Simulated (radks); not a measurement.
The numbers below are computed, except where a source is named.
Os1.5+, 74.5 electrons, occupied as [Xe] 4f14 6s2 5d(up 3.5, down 1) (fractional occupations, a model configuration).

Code: a radial shooting solver on a logarithmic mesh with Libxc functionals. Model: scalar-relativistic Kohn-Sham, LDA (Slater exchange, Perdew-Wang correlation), spin-polarised, spherical densities, point nucleus.

Energy parts (eV):
total: -469213.66
kinetic: 520062.70
electron-nucleus: -1161963.31
Hartree: 181606.37
exchange-correlation: -8919.42

Orbitals (lengths in bohr, moments of r in powers of bohr; <r^-3> diverges for s and p1/2; r(90%) holds 90 % of the orbital's charge):
| orbital | occ. | eigenvalue (eV) | <r^-3> | r(90%) |
|---|---|---|---|---|
| 1s up | 1 | -73837.29 | - | 0.0324 |
| 1s down | 1 | -73837.28 | - | 0.0324 |
| 2s up | 1 | -12875.29 | - | 0.116 |
| 2s down | 1 | -12875.14 | - | 0.116 |
| 2p up | 3 | -11217.03 | 21890 | 0.110 |
| 2p down | 3 | -11216.90 | 21890 | 0.110 |
| 3s up | 1 | -3009.244 | - | 0.285 |
| 3s down | 1 | -3009.172 | - | 0.285 |
| 3p up | 3 | -2522.459 | 4930 | 0.291 |
| 3p down | 3 | -2522.382 | 4930 | 0.291 |
| 3d up | 5 | -1977.968 | 625.7 | 0.273 |
| 3d down | 5 | -1977.856 | 625.6 | 0.273 |
| 4s up | 1 | -648.2200 | - | 0.620 |
| 4s down | 1 | -648.0660 | - | 0.620 |
| 4p up | 3 | -488.5102 | 1164 | 0.668 |
| 4p down | 3 | -488.3548 | 1164 | 0.668 |
| 4d up | 5 | -290.2862 | 127.5 | 0.732 |
| 4d down | 5 | -290.0988 | 127.5 | 0.732 |
| 4f up | 7 | -69.8906 | 22.95 | 0.910 |
| 4f down | 7 | -69.5857 | 23.03 | 0.905 |
| 5s up | 1 | -109.6377 | - | 1.44 |
| 5s down | 1 | -108.4690 | - | 1.43 |
| 5p up | 3 | -68.6833 | 184.1 | 1.69 |
| 5p down | 3 | -67.2592 | 186.2 | 1.68 |
| 5d up | 3.5 | -22.6916 | 11.01 | 2.52 |
| 5d down | 1 | -21.1560 | 10.91 | 2.57 |
| 6s up | 1 | -19.3276 | - | 3.70 |
| 6s down | 1 | -18.4517 | - | 3.79 |

The highest occupied level is 6s down at -18.452 eV. The density falls to 0.001 e/bohr^3 at r = 4.14 bohr.
